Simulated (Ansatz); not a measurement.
A nudged elastic band was laid between two geometries of Cl4HOTa + ClH (9 atoms, charge 0, multiplicity 1).

All numbers below come from RHF/def2-SVP in Ansatz 0.2.0.

```
movable images  : 5
climbing image  : yes
spring          : 5.0 eV/Å²
optimiser       : quadratic models (default)
start path      : through a guess of the saddle point
force threshold : 0.05 eV/Å
iteration limit : 60
end points      : relaxed
```

First end point:

```xyz
9
Properties=species:S:1:pos:R:3
Ta -0.401 -0.362 0.386
O 1.127 0.059 1.296
H 1.943 0.550 1.322
Cl -1.195 -1.746 2.109
Cl 0.312 1.027 -1.428
Cl -2.238 1.027 0.649
Cl -0.342 -2.175 -1.058
Cl 3.569 2.142 0.404
H 2.820 2.230 -0.627
```

Last end point:

```xyz
9
Properties=species:S:1:pos:R:3
Ta -0.132 0.484 0.318
O 2.106 -0.018 0.317
H 2.456 -0.878 0.113
Cl -0.121 -0.428 2.497
Cl 0.242 1.305 -1.858
Cl -2.358 0.978 0.332
Cl -0.156 -1.710 -0.552
Cl 0.783 2.475 1.191
H 2.773 0.544 0.694
```

**Question.** What changes between the two ends?

**Answer.** Bonds broken: Cl8–H9. Bonds formed: Ta1–Cl8, O2–H9. Cl4HOTa + ClH becomes Cl5H2OTa.

**Question.** Give the energies along the band, and the barrier.

**Answer.** The forces met the threshold. The highest image is number 4 of 0 to 6, 0.98 eV above the first end and 1.50 eV above the last; the last end lies 0.52 eV below the first. Neighbouring images differ by up to 1.4 eV, so the band resolves the path poorly. A vibrational analysis at the climbing image gives one clearly imaginary mode, 1378i cm⁻¹: a first-order saddle point. The orbitals stay closed-shell, which can raise the energy where a bond breaks towards radicals; this wasn't checked here.

| image | path coordinate (Å) | energy (eV) | Cl8–H9 (Å) | Ta1–Cl8 (Å) | O2–H9 (Å) |
| --- | --- | --- | --- | --- | --- |
| 0 | 0.00 | 0.00 | 1.28 | 4.69 | 3.36 |
| 1 | 1.42 | 0.03 | 1.28 | 4.51 | 3.39 |
| 2 | 2.84 | 0.11 | 1.27 | 4.36 | 3.20 |
| 3 | 4.26 | 0.21 | 1.27 | 3.71 | 2.51 |
| 4 | 5.67 | 0.98 | 1.47 | 2.78 | 1.31 |
| 5 | 6.57 | -0.38 | 2.36 | 2.41 | 0.96 |
| 6 | 7.46 | -0.52 | 2.82 | 2.36 | 0.95 |

**Question.** What is the geometry of the highest image?

**Answer.** 
```xyz
9
Properties=species:S:1:pos:R:3
Ta -0.009 0.114 0.134
O 2.029 0.018 0.230
H 2.505 -0.641 0.722
Cl 0.077 -0.712 2.348
Cl 0.267 1.097 -1.964
Cl -2.023 1.161 0.520
Cl -0.586 -1.921 -0.729
Cl 1.255 2.392 1.094
H 2.079 1.246 0.696
```

Time of the run: 4 min on 4 threads of Arm Neoverse V2, on a shared host, peak memory 0.48 GiB.
